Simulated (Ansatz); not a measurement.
A nudged elastic band was laid between two geometries of AlBrF2H2 (6 atoms, charge 0, multiplicity 1).

Method: RKS B3LYP/def2-SVP (Ansatz 0.2.0).

```
movable images  : 7
climbing image  : yes
spring          : 5.0 eV/Å²
optimiser       : quadratic models (default)
start path      : through a guess of the saddle point
force threshold : 0.05 eV/Å
iteration limit : 60
end points      : relaxed
```

Image 0:

```xyz
6
Properties=species:S:1:pos:R:3
Al -0.022 0.051 0.026
F 0.004 0.408 1.666
F 1.443 0.136 -0.758
H -1.362 0.096 -0.775
Br 0.067 -2.619 0.949
H 0.149 -1.830 2.147
```

Image 8:

```xyz
6
Properties=species:S:1:pos:R:3
Al -0.025 -0.443 -0.102
F 0.051 -0.024 1.855
F 1.443 0.170 -0.598
H -1.366 0.155 -0.633
Br 0.049 -2.670 0.600
H 0.126 -0.945 2.132
```

**Question.** What changes between the two ends?

**Answer.** Bonds broken: Br5–H6. Bonds formed: F2–H6.

**Question.** What energy profile does the band end with?

**Answer.** It converged. The highest image is number 5 of 0 to 8, 0.152 eV above the first end and 0.229 eV above the last; the last end lies 0.077 eV below the first. A vibrational analysis at the climbing image gives one clearly imaginary mode, 552i cm⁻¹: a first-order saddle point. The orbitals stay closed-shell, which can raise the energy where a bond breaks towards radicals; this wasn't checked here.

| image | path coordinate (Å) | energy (eV) | Br5–H6 (Å) | F2–H6 (Å) |
| --- | --- | --- | --- | --- |
| 0 | 0.00 | 0.000 | 1.44 | 2.29 |
| 1 | 0.17 | 0.004 | 1.44 | 2.09 |
| 2 | 0.34 | 0.019 | 1.45 | 1.89 |
| 3 | 0.51 | 0.052 | 1.47 | 1.69 |
| 4 | 0.68 | 0.110 | 1.53 | 1.49 |
| 5 | 0.85 | 0.152 | 1.63 | 1.29 |
| 6 | 1.06 | 0.058 | 1.83 | 1.08 |
| 7 | 1.27 | -0.050 | 2.06 | 0.99 |
| 8 | 1.48 | -0.077 | 2.31 | 0.96 |

**Question.** What is the geometry of the highest image?

**Answer.** 
```xyz
6
Properties=species:S:1:pos:R:3
Al -0.015 -0.214 0.014
F 0.035 0.029 1.788
F 1.454 0.151 -0.672
H -1.370 0.119 -0.681
Br 0.080 -2.589 0.936
H 0.093 -1.253 1.868
```

**Question.** What are the harmonic wavenumbers there?

**Answer.** 552i, 129, 228, 294, 414, 573, 647, 749, 818, 906, 1395, 2042 cm⁻¹.

The run took 80 s on 2 threads of Intel(R) Xeon(R) Platinum 8488C (Sapphire Rapids), with other jobs on the host, peak memory 0.22 GiB.
